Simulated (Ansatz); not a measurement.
Two isomers of C4H10BN: A = `BN(C)CC=C`, B = `BN(C=C)CC`.

Calculated with Ansatz (gas phase, PBE0-D4/def2-TZVP geometries, no zero-point term in ΔE). CCSD(T)/CBS is the MP2 limit (def2-TZVPP, def2-QZVPP) plus CCSD(T) − MP2 in def2-TZVPP, frozen cores. DFT in def2-TZVPP. B3LYP here is the variant with VWN-RPA as its local correlation; programs differ in this. One conformer a species, not always the lowest.

A:

```xyz
16

B     0.290    1.850    0.639
N    -0.329    0.622    0.469
C    -0.595   -0.295    1.558
C    -0.764    0.140   -0.824
C     0.130   -0.890   -1.450
C     1.350   -1.205   -1.043
H     0.642    2.177    1.736
H     0.452    2.551   -0.318
H    -0.198    0.116    2.485
H    -1.674   -0.451    1.676
H    -0.134   -1.270    1.377
H    -1.776   -0.278   -0.734
H    -0.845    0.993   -1.504
H    -0.289   -1.385   -2.323
H     1.941   -1.948   -1.564
H     1.800   -0.725   -0.181
```

B:

```xyz
16

B     0.273    1.942   -0.757
N     0.201    0.570   -0.495
C    -0.485   -0.287   -1.357
C    -0.618   -1.607   -1.248
C     0.822   -0.012    0.689
C    -0.168   -0.272    1.810
H    -0.275    2.373   -1.728
H     0.883    2.642   -0.003
H    -0.933    0.237   -2.194
H    -1.168   -2.145   -2.007
H    -0.203   -2.186   -0.434
H     1.590    0.684    1.027
H     1.332   -0.937    0.400
H     0.334   -0.746    2.656
H    -0.980   -0.925    1.486
H    -0.605    0.667    2.155
```

(1) Which is lower in electronic energy at CCSD(T)/CBS, and by how much? (Estimate.)

(2) Give E(B) − E(A) in kJ/mol with HF/def2-TZVPP, B3LYP, B2PLYP, MP2/def2-TZVPP, B3LYP-D4, CCSD(T)/def2-SVP, ωB97M-V. (An estimate is asked.)

(3) Does the order hold for the free energy at 298.15 K (harmonic terms from PBE0-D4)? (An estimate is asked.)

Largest T1 diagnostic: 0.012.

Answers

(1) The calculation gave: B, by 23.6 kJ/mol.

(2) Computed: HF/def2-TZVPP -23.3, B3LYP -26.1, B2PLYP -25.7, MP2/def2-TZVPP -25.5, B3LYP-D4 -25.6, CCSD(T)/def2-SVP -21.6, ωB97M-V -23.1. None reverses the order clearly.

(3) Computed: Yes: G(B) − G(A) = -21.5 kJ/mol, for one conformer each.

Leaving LDA and LC-ωPBE aside and taking each functional with its dispersion term where it has one, the values, not all of them listed here, spread over 5.4 kJ/mol, from r2SCAN-D4 to ωB97M-V.
